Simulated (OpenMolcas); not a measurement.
A calculation on Ru+.

```
Program             : OpenMolcas 26.06
Method              : CASSCF
Basis               : ANO-RCC-VQZP [8s7p5d3f2g1h]
Scalar Hamiltonian  : DKH2, point nucleus
Active space        : 7 electrons in 11 orbitals (4d 5s 5d)
State averaging     : 2S+1 = 4 even, 15 roots; 2S+1 = 6 even, 5 roots kept (CI in the orbitals of an earlier block); 2S+1 = 2 even, 28 roots kept (CI in the orbitals of an earlier block)
Spin-orbit coupling : RASSI with atomic mean-field integrals over the reference wave functions, term energies averaged over their components
```

Which level of the active space comes out lowest?

4d⁷ ⁴F_9/2, with 99 % of that term; it is also the measured ground level.

How high does 4d⁶ 5s ⁶D_9/2 lie?

8037 cm⁻¹ above the lowest level; measured 9151 cm⁻¹ above the ground level, so the calculation is off by -12 %.

How high does 4d⁷ ²G_9/2 lie?

12827 cm⁻¹ above the lowest level.

How high does 4d⁶ 5s ⁶D_7/2 lie?

8934 cm⁻¹ above the lowest level; measured 10150 cm⁻¹ above the ground level, so the calculation is off by -12 %.

The level at 11338 cm⁻¹ has J = 3/2. What is it made of, and what is its g factor?

78 % 4d⁷ ⁴P_3/2, 12 % 4d⁶ 5s ⁶D, 10 % 4d⁷ ²P; g = 1.710, against 1.735 from Landé's formula for the pure leading term.

Measured values: NIST Handbook of Basic Atomic Spectroscopic Data.

Without dynamic correlation excited terms often stand tens of per cent too high (terms of higher spin than the ground term too low), and those without a measured partner can miss by more than the paired ones. Terms from blocks run as CI alone lack orbitals of their own. Active for correlation alone: 5d; no level in the range computed is led by a configuration that fills it, so any true level of that kind is missing. Computed and measured levels are paired by configuration, term and J; levels that our copy of the source lacks, or whose pairing is in doubt (as where it misses far off the trend of its configuration), stay unpaired and out of the deviations. Only configurations of the active space appear.
